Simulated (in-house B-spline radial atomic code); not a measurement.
**LDA VWN5 excitations of Mg⁸⁺**

Method: LDA VWN5. Computed with an all-electron radial atomic-structure program (B-spline basis): linear response of the closed shell [He] 2s2 with the functional's adiabatic kernel; non-relativistic, point nucleus, no spin-orbit coupling, no double excitations, S, P, D and F terms only.

Command:
```bash
python run_td.py task.json out
```
Settings (radii: box in bohr, nucleus in fm):
```
Z                        12
electrons                4
configuration            [He] 2s2
hamiltonian              nr
method                   lda,vwn
box_radius               11.59
intervals                48
```

Run time, properties included: 1 thread of Intel(R) Xeon(R) Platinum 8488C (Sapphire Rapids) (shared host).

The lowest states, in the order of their Tamm-Dancoff energies; the method's threshold (minus the highest occupied level) is 307.96 eV. Labels give the largest channel, * marks a mixed state, and oscillator strengths are full-response dipole values. Semilocal kernels can invert the small singlet-triplet splittings of Rydberg terms. Energies in eV:

```json
{"state": "2s → 2p 3P", "full response": "14.630", "Tamm-Dancoff": "15.878", "oscillator strength": "-"}
{"state": "2s → 2p 1P", "full response": "30.39", "Tamm-Dancoff": "32.05", "oscillator strength": "0.289"}
{"state": "2s → 3s 3S", "full response": "185.94", "Tamm-Dancoff": "185.95", "oscillator strength": "-"}
{"state": "2s → 3s 1S", "full response": "189.01", "Tamm-Dancoff": "189.04", "oscillator strength": "-"}
{"state": "2s → 3p 3P", "full response": "192.37", "Tamm-Dancoff": "192.39", "oscillator strength": "-"}
{"state": "2s → 3p 1P", "full response": "193.02", "Tamm-Dancoff": "193.03", "oscillator strength": "0.568"}
{"state": "2s → 3d 3D", "full response": "196.63", "Tamm-Dancoff": "196.66", "oscillator strength": "-"}
{"state": "2s → 3d 1D", "full response": "198.79", "Tamm-Dancoff": "198.79", "oscillator strength": "-"}
{"state": "2s → 4s 3S", "full response": "?", "Tamm-Dancoff": "?", "oscillator strength": "-"}
{"state": "2s → 4s 1S", "full response": "?", "Tamm-Dancoff": "?", "oscillator strength": "-"}
```

Task: Where does 2s → 4s 3S lie?

Result: At 244.11 eV in full response, 244.11 eV in Tamm-Dancoff.

Task: Where does 2s → 4s 1S lie?

Result: At 245.03 eV in full response, 245.04 eV in Tamm-Dancoff.

Task: How large is the singlet-triplet splitting of 2s → 2p (P terms) in Tamm-Dancoff?

Result: 16.2 eV, from the unrounded values.

Task: What polarisabilities and dispersion coefficient does the method give?

Result: Dipole 0.2495 bohr³, quadrupole 0.0266 bohr⁵, C6 0.05912 hartree·bohr⁶ for two such species.
